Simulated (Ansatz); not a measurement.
```yaml
crystal:
  periodic: [false, false, false]
  atoms:
    - {symbol: N, position_ang: [-0.708803, 1.508774, -0.509368]}
    - {symbol: Hf, position_ang: [-0.172679, -0.098939, 0.645742]}
    - {symbol: N, position_ang: [0.949806, -1.295747, -0.591505]}
    - {symbol: Cl, position_ang: [-2.035477, -1.184795, 1.505414]}
    - {symbol: Cl, position_ang: [1.354324, 0.738031, 2.379113]}
    - {symbol: H, position_ang: [-1.237137, 2.248069, -0.176632]}
    - {symbol: H, position_ang: [-0.512180, 1.623832, -1.472075]}
    - {symbol: H, position_ang: [1.910519, -1.305897, -0.709965]}
    - {symbol: H, position_ang: [0.503635, -2.058670, -1.086968]}
basis:
  gaussian: {orbitals: def2-SVP}
total_charge: -1
magnetization: {spin_polarized: true, initial_magnetization: 9}
hamiltonian: {xc: {name: PBE}, dispersion: d3bj}
```

```sh
$ ansatz run in.yaml --threads 4 --pin off --events-out ev --progress --plain --max-ram 10444MiB
```

Shortened log:

```
Functional definition: PBE
1280 factors; their error is unknown
mean field evaluation 1: about -29307.0290 eV, gradient 8.0e1 eV
mean field evaluation 2: about -28823.1026 eV, gradient 2.4e2 eV
mean field evaluation 4: about -29347.1742 eV, gradient 3.3e1 eV
mean field evaluation 8: about -29347.1740 eV, gradient 3.3e1 eV
mean field evaluation 16: about -29355.7674 eV, gradient 3.1e-1 eV
mean field evaluation 32: about -29355.7744 eV, gradient 1.2e-4 eV
mean field -29355.77438630 eV, -1078.8048106382 hartree, gradient 8.4e-6 eV, S^2 24.756727; 10 other end points of the search recorded, 0 dependent functions left out
reference -29355.77444252 eV, -1078.8048127041 hartree; 37, 28 occupied and 79, 88 virtual orbitals, 1280 factors
Total energy: -29355.98577935 eV, -1078.8125791893 hartree
```

In this input the spin is set far too high for this molecule. Self-consistency was reached. The result belongs to that input, not to the molecule as meant.
